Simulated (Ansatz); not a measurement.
`[NH2][Hf]([OH])([F])[Cl]` + HBr → `[NH2][Hf]([F])([Cl])[Br]` + H₂O at 400 K and 1 bar (ligand exchange at the Hf–O bond).

Calculated with Ansatz (gas phase, PBE0-D4/def2-TZVP geometries, no zero-point term in ΔE). CBS: MP2 limit from def2 TZ/QZ plus the TZ coupled-cluster correction, frozen cores. This one scheme is used for every species. Elements past krypton have def2 core potentials. For Br, Hf outer-core shells are correlated without core-valence functions, which leaves a few kJ/mol of doubt a bond. Scalar relativity is left out up to krypton. Each species was taken in one conformer, which may not be the lowest.

| species | CCSD(T)/CBS energy (Eh) | H − E (kJ/mol) | S (J/(mol·K)) |
| --- | --- | --- | --- |
| `[NH2][Hf]([OH])([F])[Cl]` | -739.42806 | 143.9 | 430.1 |
| HBr | -2573.91920 | 27.6 | 207.2 |
| `[NH2][Hf]([F])([Cl])[Br]` | -3236.98040 | 111.3 | 438.2 |
| H₂O | -76.37941 | 69.8 | 198.6 |

H − E and S are ideal-gas, rigid-rotor, harmonic terms from PBE0-D4/def2-TZVP, for one conformer and one mirror image of each species. 1 Eh = 2625.50 kJ/mol, R = 8.31446 J/(mol·K).

Q: By hand: ΔE, ΔH, ΔS and ΔG.

A: ΔE = (-3236.98040) + (-76.37941) − (-739.42806) − (-2573.91920) = -0.01255 Eh = -33.0 kJ/mol. Δ(H − E) = 111.3 + 69.8 − 143.9 − 27.6 = 9.6, so ΔH = -23.4 kJ/mol. ΔS = 438.2 + 198.6 − 430.1 − 207.2 = -0.5 J/(mol·K). ΔG = -23.4 − 400 × (-0.5)/1000 = -23.2 kJ/mol.

Q: By hand: the equilibrium constant, and the temperature at which ΔG would vanish if ΔH and ΔS stayed fixed.

A: log₁₀ K = −ΔG/(RT ln 10) = 3.0. ΔG = 0 at ΔH/ΔS = 46800 K, far beyond where these terms or the molecules hold.

The number of gas molecules stays the same, so ΔS is small and ΔH decides. A doubt of 5 kJ/mol in ΔE shifts log₁₀ K by 0.7 here. Other conformers and mirror images would add mixing entropy, several J/(mol·K) or more a flexible species. These are equilibria of isolated gas molecules and say nothing of rates. Largest T1 diagnostic: 0.015 (customary marks: 0.02 for closed shells, 0.045 for open ones).
